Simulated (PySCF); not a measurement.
## Optical rotation: `C[C@@H]1OC[C@]1(C)F`, C5H9FO

Cartesian coordinates in Å; atom numbers follow the order of the lines, from 1:
```xyz
16

C     2.063    0.050    0.082
C     0.701   -0.185   -0.544
O     0.257    0.899   -1.377
C    -0.788    1.260   -0.475
C    -0.517    0.019    0.381
C    -1.573   -1.066    0.385
F    -0.187    0.319    1.689
H     2.288   -0.753    0.778
H     2.821    0.079   -0.697
H     2.072    0.996    0.617
H     0.688   -1.130   -1.099
H    -1.763    1.306   -0.964
H    -0.580    2.203    0.038
H    -1.178   -1.958    0.866
H    -2.445   -0.724    0.940
H    -1.866   -1.305   -0.633
```

Computed, not measured: TDDFT LC-wPBE/def2-SVPD circular dichroism and optical rotation, one conformer, gas phase (PySCF 2.14.0). Geometry: GFN2-xTB.

States above about 10.3 eV lie in this functional's continuum (it starts at minus the energy of the highest occupied orbital, well below the true ionisation energy for most functionals) and depend on the basis.

Stereocentres: C2 S, C5 S.

Problem. Give the optical rotatory dispersion at 633, 589.3, 546, 436, 405, 365, 355 nm.

Solution. [α] in deg dm⁻¹ (g/mL)⁻¹:
```
λ (nm)  origin-invariant length gauge  modified velocity gauge  length gauge (centre of mass)  isotropic polarisability (au)
   633                          -26.4                    -22.2                          -27.2                           62.0
 589.3                          -30.4                    -25.5                          -31.3                           62.1
   546                          -35.2                    -29.4                          -36.3                           62.3
   436                          -53.8                    -43.9                          -55.6                           63.1
   405                          -61.4                    -49.5                          -63.6                           63.4
   365                          -73.1                    -57.7                          -76.0                           64.0
   355                          -76.4                    -59.8                          -79.4                           64.2
```

Problem. And for the mirror image at 589.3 nm?

Solution. +30.4 deg dm⁻¹ (g/mL)⁻¹ (origin-invariant length gauge): the same size and the opposite sign.

Problem. What is the molar rotation [Φ] = [α]·M/100 of the geometry above at 589.3 nm?

Solution. With M = 104.12 g/mol, -31.6 deg cm² dmol⁻¹ (origin-invariant length gauge).

The first excitation lies at 7.71 eV (161 nm) with R = +11.7 × 10⁻⁴⁰ esu² cm² (velocity form).
